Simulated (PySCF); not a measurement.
**How methods differ on the excitation energy of Fe**

Fe [Ar] 3d6 4s2 (5D) → Fe [Ar] 3d6 4s1 4p1 (high-spin determinant), as a difference of total energies. All numbers are calculated (PySCF 2.14, scalar relativity by spin-free X2C-1e, in aug-cc-pwCVTZ-DK). Correlated levels: valence: [Ar] frozen; valence and next inner shell: [Ne] frozen; nothing frozen. The calculations carry no spin-orbit coupling.

```
                                method  excitation energy (eV)
                                   UHF                   1.305
                                   LDA                   2.728
                                   PBE                   2.513
                                  PBE0                   2.311
                               wB97M-V                   2.792
                                 B97-3                   2.924
                                  BP86                   2.570
                         MP2 (valence)                   2.222
                     SCS-MP2 (valence)                   2.519
    MP2 (valence and next inner shell)                   2.319
SCS-MP2 (valence and next inner shell)                   2.526
                   MP2 (all electrons)                   2.322
               SCS-MP2 (all electrons)                   2.527
```

Question: How much does correlation contribute at MP2 (all electrons)?

Answer: 2.322 − (1.305) = 1.017 eV, measured against UHF.

A first-order spin-orbit estimate (lowest level to lowest level, LS coupling) adds 0.017 eV.

The determinant of the upper state mixes LS terms, which raises its energy above the lowest term, most at the Hartree-Fock and MP2 levels.
